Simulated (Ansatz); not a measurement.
nickel atom (Ni), triplet. Base run: PBE/cc-pVTZ (Ansatz, a first-principles code).

Input for Ansatz:
Ansatz 0.2 input:
```yaml
crystal:
  periodic: [false, false, false]
  atoms:
    - {symbol: Ni, position_ang: [0.00000000, 0.00000000, 0.00000000]}
basis:
  gaussian:
    orbitals: cc-pVTZ
hamiltonian:
  xc: pbe
magnetization: {spin_polarized: true, initial_magnetization: 2}
```

Each row names what was changed in the base input (with any setting that the change needs).

```json
[
 {"change": "base", "basis functions": "68", "E (Eh)": "-1508.07343", "core-seconds (rough)": "8"},
 {"change": "basis = STO-3G", "basis functions": "18", "E (Eh)": "-1490.93691", "core-seconds (rough)": "8"},
 {"change": "basis = pcseg-0", "basis functions": "___", "E (Eh)": "___", "core-seconds (rough)": "3"},
 {"change": "basis = pc-1", "basis functions": "___", "E (Eh)": "___", "core-seconds (rough)": "4"},
 {"change": "basis = 6-31G*", "basis functions": "36", "E (Eh)": "-1507.73721", "core-seconds (rough)": "3"},
 {"change": "basis = cc-pVDZ", "basis functions": "43", "E (Eh)": "-1508.06516", "core-seconds (rough)": "4"},
 {"change": "basis = aug-pcseg-1", "basis functions": "47", "E (Eh)": "-1507.87538", "core-seconds (rough)": "7"},
 {"change": "basis = aug-cc-pVDZ", "basis functions": "59", "E (Eh)": "-1508.06531", "core-seconds (rough)": "8"},
 {"change": "basis = def2-TZVPP", "basis functions": "___", "E (Eh)": "___", "core-seconds (rough)": "10"},
 {"change": "basis = def2-QZVP", "basis functions": "84", "E (Eh)": "-1508.07456", "core-seconds (rough)": "10"},
 {"change": "basis = aug-cc-pVTZ", "basis functions": "93", "E (Eh)": "-1508.07389", "core-seconds (rough)": "20"},
 {"change": "basis = def2-QZVPP", "basis functions": "100", "E (Eh)": "-1508.07472", "core-seconds (rough)": "10"},
 {"change": "basis = cc-pVQZ", "basis functions": "104", "E (Eh)": "-1508.07797", "core-seconds (rough)": "20"}
]
```

Q: Fill in the missing entries.

A: 
- basis = pcseg-0, basis functions: 24
- basis = pcseg-0, E (Eh): -1504.70325
- basis = pc-1, basis functions: 31
- basis = pc-1, E (Eh): -1507.97044
- basis = def2-TZVPP, basis functions: 64
- basis = def2-TZVPP, E (Eh): -1508.03996

Totals compare only among sets that treat the same electrons; sets with core potentials leave the core out.
